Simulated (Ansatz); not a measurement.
Ansatz (a first-principles code) input (PBE/def2-TZVPD):

Ansatz 0.2 input:
```yaml
crystal:
  periodic: [false, false, false]
  atoms:
    - {symbol: C, position_ang: [-1.87116387, -0.10545659, 0.47561532]}
    - {symbol: Si, position_ang: [-0.02624227, 0.18783545, 0.57858034]}
    - {symbol: F, position_ang: [0.25588178, 1.71889784, 0.17700051]}
    - {symbol: Cl, position_ang: [0.94121594, -0.99897910, -0.81709955]}
    - {symbol: H, position_ang: [-2.10112100, -1.14899666, 0.69039877]}
    - {symbol: H, position_ang: [-2.21123155, 0.13404238, -0.53517552]}
    - {symbol: H, position_ang: [-2.39687938, 0.53056155, 1.18864802]}
basis:
  gaussian:
    orbitals: def2-TZVPD
hamiltonian:
  xc: {name: PBE}
magnetization: {spin_polarized: true, initial_magnetization: 1}
output: {forces: true}
```

Output:

```
Functional definition: PBE
integrals: 0.11 GiB planned
1079 factors; their error is unknown
mean field: 1.00 GiB planned
mean field evaluation 1: about -24184.2625 eV, gradient 4.9e1 eV
mean field evaluation 2: about -24162.0530 eV, gradient 8.0e1 eV
mean field evaluation 4: about -24194.0983 eV, gradient 9.1e0 eV
mean field evaluation 8: about -24194.4079 eV, gradient 2.1e-1 eV
mean field evaluation 16: about -24194.3869 eV, gradient 2.1e-4 eV
mean field -24194.38692651 eV, -889.1273200047 hartree, gradient 1.8e-5 eV, S^2 0.751643; 0 other end points of the search recorded, 0 dependent functions left out
the calculation of the forces begins
reference -24194.38698847 eV, -889.1273222816 hartree; 25, 24 occupied and 168, 169 virtual orbitals, 1079 factors
Total energy: -24194.38698847 eV, -889.1273222816 hartree
Atom 0 at    -1.871164    -0.105457     0.475615 Å, force     0.138817     0.017767     0.020227 eV/Å
Atom 1 at    -0.026242     0.187835     0.578580 Å, force    -0.031927    -0.364259     0.139395 eV/Å
Atom 2 at     0.255882     1.718898     0.177001 Å, force     0.091200     0.441715    -0.099919 eV/Å
Atom 3 at     0.941216    -0.998979    -0.817100 Å, force     0.051361    -0.054909    -0.049199 eV/Å
Atom 4 at    -2.101121    -1.148997     0.690399 Å, force    -0.051655    -0.257037     0.058921 eV/Å
Atom 5 at    -2.211232     0.134042    -0.535176 Å, force    -0.076357     0.060541    -0.251236 eV/Å
Atom 6 at    -2.396879     0.530562     1.188648 Å, force    -0.121439     0.156182     0.181812 eV/Å
Dipole moment:    -0.387520    -0.110224     0.171294 e Å
```

It need not be the lowest isomer of its formula.
